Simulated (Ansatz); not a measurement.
Job for Ansatz (a first-principles code): R-CAM-B3LYP/def2-TZVPP on C4H12O2Si (SMILES CO[Si](C)(C)OC).

Ansatz 0.2 input:
```yaml
crystal:
  periodic: [false, false, false]
  atoms:
    - {symbol: C, position_ang: [-0.93902463, 2.22958456, -0.26435622]}
    - {symbol: O, position_ang: [-0.08919918, 1.18193225, -0.68294953]}
    - {symbol: Si, position_ang: [-0.13204304, -0.37128960, -0.12220666]}
    - {symbol: C, position_ang: [-1.63656047, -1.27601832, -0.73473459]}
    - {symbol: C, position_ang: [-0.04685573, -0.35521968, 1.74558560]}
    - {symbol: O, position_ang: [1.16913067, -1.12722786, -0.77448644]}
    - {symbol: C, position_ang: [2.50754393, -0.67865910, -0.64950100]}
    - {symbol: H, position_ang: [-1.98960080, 2.00785501, -0.48126600]}
    - {symbol: H, position_ang: [-0.83991527, 2.42584472, 0.80835963]}
    - {symbol: H, position_ang: [-0.66180851, 3.13416787, -0.80648327]}
    - {symbol: H, position_ang: [-2.55429552, -0.80099364, -0.37964150]}
    - {symbol: H, position_ang: [-1.65968117, -1.28638762, -1.82579986]}
    - {symbol: H, position_ang: [-1.64068449, -2.31042546, -0.38520167]}
    - {symbol: H, position_ang: [0.83411062, 0.18426864, 2.10064525]}
    - {symbol: H, position_ang: [-0.92610282, 0.12494620, 2.18203493]}
    - {symbol: H, position_ang: [0.00077145, -1.37315476, 2.13847732]}
    - {symbol: H, position_ang: [2.61750536, 0.34290865, -1.02211491]}
    - {symbol: H, position_ang: [2.84341305, -0.71219269, 0.39209902]}
    - {symbol: H, position_ang: [3.14329654, -1.33993917, -1.23846009]}
basis:
  gaussian:
    orbitals: def2-TZVPP
hamiltonian:
  xc: {name: CAM-B3LYP}
scf: {lower_state_search: off}
```

Program output:

```
WARN ansatz: RAYON_NUM_THREADS=6 ignored (pool sized by the plan → 6); use --threads N
Functional definition: CAM-B3LYP
these checks for a lower state are left out or cut short: stability, starts, cluster_reference, orbital_swaps, neighbouring_geometries, increment
integrals: 0.70 GiB planned
2021 factors; their error is unknown
integrals: 0.74 GiB planned
531 factors; integrals over basis functions are off by at most 8.7e-6 eV
mean field: 4.84 GiB planned
mean field evaluation 1: about -16305.5660 eV, gradient 8.3e1 eV
mean field evaluation 2: about -16305.4399 eV, gradient 8.5e1 eV
mean field evaluation 4: about -16318.6203 eV, gradient 2.8e0 eV
mean field evaluation 8: about -16318.6338 eV, gradient 8.6e-2 eV
mean field evaluation 16: about -16318.6252 eV, gradient 1.2e-4 eV
mean field -16318.62518530 eV, -599.6984143983 hartree, gradient 2.5e-6 eV, S^2 0.000000; 0 other end points of the search recorded, 0 dependent functions left out
reference -16318.62536359 eV, -599.6984209505 hartree; 33, 33 occupied and 363, 363 virtual orbitals, 2021 factors
Total energy: -16318.62536359 eV, -599.6984209505 hartree
Checks for a lower state left out: stability, starts, cluster_reference, orbital_swaps, neighbouring_geometries, increment
```

The run converged.

Cost: around 25 core-seconds (rough).
